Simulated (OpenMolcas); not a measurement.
# Zr I: the spin-orbit constant, Racah parameters, worked from levels

```json
{"Program": "OpenMolcas 26.06", "Basis": "ANO-RCC-VQZP [8s7p5d3f2g1h]", "Scalar Hamiltonian": "DKH2, point nucleus", "Active space": "2 electrons in 5 orbitals (4d)", "State averaging": "2S+1 = 3 even, 10 roots; 2S+1 = 1 even, 15 roots", "Spin-orbit coupling": "state interaction with AMFI integrals over the reference wave functions, term energies averaged over their components"}
```

Methods: CASSCF; SS-CASPT2, IPEA 0.25 Eh, imaginary shift 0.1 Eh (closed shells correlated: 4s 4p 5s). Measured levels: NIST Handbook of Basic Atomic Spectroscopic Data.

**The spin-orbit constant.** For the Hund term ³F of d2, E(J) = (A/2) J(J+1) + constant and ζ = 2S·A = 2A. From J = 2 to J = 4 the energy changes by 7 A.

| Source | E(4) - E(2) | A | ζ |
| --- | --- | --- | --- |
| CASSCF | 1307.9 | 186.8 | 374 |
| SS-CASPT2 | 1333.0 | 190.4 | 381 |
| measured | 1240.8 | 177.3 | 355 |

All in cm-1. SS-CASPT2 is off by +7.4 % and CASSCF by +5.4 %. Both methods take the spin-orbit matrix elements from the reference wave functions, so the second can move ζ only through the term energies and any multistate remixing. Second-order mixing with other terms is absorbed into this ζ.

**Racah parameters.** Above ³F, d2 has ³P at 15B, ¹G at 12B + 2C and ¹D at 5B + 2C. The first two fix B and C, and the third tests them; where it misses by thousands of cm-1, two parameters do not describe the configuration (Trees and configuration-interaction terms are left out) and B and C hang on the terms chosen. Term energies are centres of gravity, weighted by 2J + 1.

```json
{"Source": "CASSCF", "³P": "9058", "¹G": "11685", "B": "604", "C": "2219", "C/B": "3.67", "¹D from B, C": "7458", "¹D found": "7497"}
{"Source": "SS-CASPT2", "³P": "7040", "¹G": "8724", "B": "469", "C": "1546", "C/B": "3.30", "¹D from B, C": "5437", "¹D found": "3905"}
```

Energies in cm-1. From CASSCF to SS-CASPT2, B changes by -22.4 % and C by -30.3 %.

CASPT2 breaks the degeneracy within a term, and the mean is taken; among the terms shown or strongly mixed into the levels shown the widest spread is 700 cm-1 (4d² 5s² ¹G, SS-CASPT2). With the s shell closed, the reference lacks s² → p², s² → d² and s → d mixing, so excited terms can stand far too high and out of order, with CASPT2 too. Without dynamic correlation excited terms often stand tens of per cent too high (terms of higher spin than the ground term too low), and those without a measured partner can miss by more than the paired ones (holds for CASSCF). Some terms miss by over 15 % even with CASPT2, which points to a basis or an active space too small for the shells correlated (holds for SS-CASPT2). Computed and measured levels are paired by configuration, term and J; levels that our copy of the source lacks, or whose pairing is in doubt (as where it misses far off the trend of its configuration), stay unpaired and out of the deviations. Only configurations of the active space appear.
